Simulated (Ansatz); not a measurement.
Computed with Ansatz on PBE0-D4/def2-TZVP structures; ΔE is electronic, products minus reactants. CCSD(T)/CBS adds triple-zeta CCSD(T) − MP2 to the extrapolated MP2 energy (def2 sets, frozen cores). This one scheme is used for every species. DFT in def2-TZVPP. B3LYP here is the variant with VWN-RPA as its local correlation; programs differ in this. One conformer a species, not always the lowest.

Consider the substitution at a C–N bond: `CNCSS` + `[OH][Al]([F])[Cl]` → `C[O][Al]([F])[Cl]` + `NCSS`.

`CNCSS`:

Cartesian coordinates in Å:
```
C 0.632 -0.930 -1.259
N -0.289 0.129 -0.906
C -1.004 -0.056 0.300
S -0.015 -0.191 1.872
S 1.032 1.555 1.832
H 0.074 -1.859 -1.405
H 1.403 -1.115 -0.499
H 1.120 -0.683 -2.202
H 0.172 1.031 -0.902
H -1.713 0.759 0.445
H -1.554 -1.003 0.280
H 0.142 2.363 2.444
```

`[OH][Al]([F])[Cl]`:

```xyz
5

O     0.833   -0.996    0.002
Al   -0.179    0.309   -0.279
F    -0.255    0.920   -1.792
Cl   -1.334    1.178    1.211
H     0.935   -1.410    0.858
```

`C[O][Al]([F])[Cl]`:

Z-matrix (Å, degrees):
```
C
O 1 1.402
H 1 1.096 2 112.4
H 1 1.094 2 109.7 3 -120.6
H 1 1.094 2 109.7 3 120.6
Al 2 1.663 1 136.1 3 -0.2
Cl 6 2.077 2 121.9 1 -0.2
F 6 1.635 2 119.1 1 179.9
```

`NCSS`:

Z-matrix (Å, degrees):
```
C
S 1 1.849
N 1 1.422 2 117.5
H 1 1.094 2 102.8 3 -121.8
H 1 1.091 2 107.1 3 124.3
S 2 2.038 1 101.7 3 -57.4
H 3 1.012 1 111.5 2 -57.3
H 3 1.013 1 110.7 2 62.9
H 6 1.349 2 99.4 1 -88.2
```

```tsv
level	ΔE (kcal/mol)	difference from CCSD(T)/CBS
PBE-D4	8.0	-0.4
r2SCAN-D4	7.8	-0.6
PBE0-D4	7.9	-0.5
B3LYP-D4	7.0	-1.4
ωB97M-V	7.6	-0.8
B2PLYP	7.1	-1.3
PBE	7.4	-1.0
r2SCAN	7.6	-0.8
PBE0	7.4	-1.0
HF/def2-TZVPP	4.6	-3.8
MP2/def2-TZVPP	9.4	1.0
SCS-MP2/def2-TZVPP	8.0	-0.4
CCSD/def2-TZVPP	7.6	-0.8
HF/def2-QZVPP	4.5	-3.9
MP2/def2-QZVPP	9.5	1.1
MP2/CBS(def2)	9.6	1.2
CCSD(T)/CBS	8.4	0
```

Largest T1 diagnostic among the species: 0.012.

The D4 term adds +1.0 kcal/mol with B3LYP and +0.6 kcal/mol with PBE0; it sums over pairs of atoms, weighted by their polarisabilities, and B3LYP, whose exchange is more repulsive, gets the larger term. In def2-TZVPP, CCSD(T) changes the Hartree–Fock value by +3.5 kcal/mol (the triples alone add +0.5 kcal/mol) and MP2 by +4.7 kcal/mol.
